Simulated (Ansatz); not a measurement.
CsBr, SMILES [Br][Cs].

Geometry optimised at PBE0-D3(BJ)/def2-TZVPD. The def2 effective core potentials stand for the cores of Cs; spin–orbit coupling is left out.

Two levels are set side by side: PBE/def2-TZVPD (Ansatz, an electronic-structure program) and PBE0/def2-TZVPD (Ansatz). Energy differences of separate SCF runs at the same geometry; the states with an electron removed or added have multiplicity 2 and 2. Differences are taken from unrounded values.

```
quantity                            PBE
---------------------------------  ----
vertical ionisation energy (eV)    8.16
vertical electron affinity (eV)    0.53
vertical singlet–triplet gap (eV)  4.41
```

Task: These are the PBE values. What does PBE0 give? (The exact figures need the calculation; the answer reports its results.)

Result: 
```csv
quantity,PBE0,PBE minus PBE0
vertical ionisation energy (eV),8.11,0.05
vertical electron affinity (eV),0.51,0.01
vertical singlet–triplet gap (eV),4.46,-0.04
```
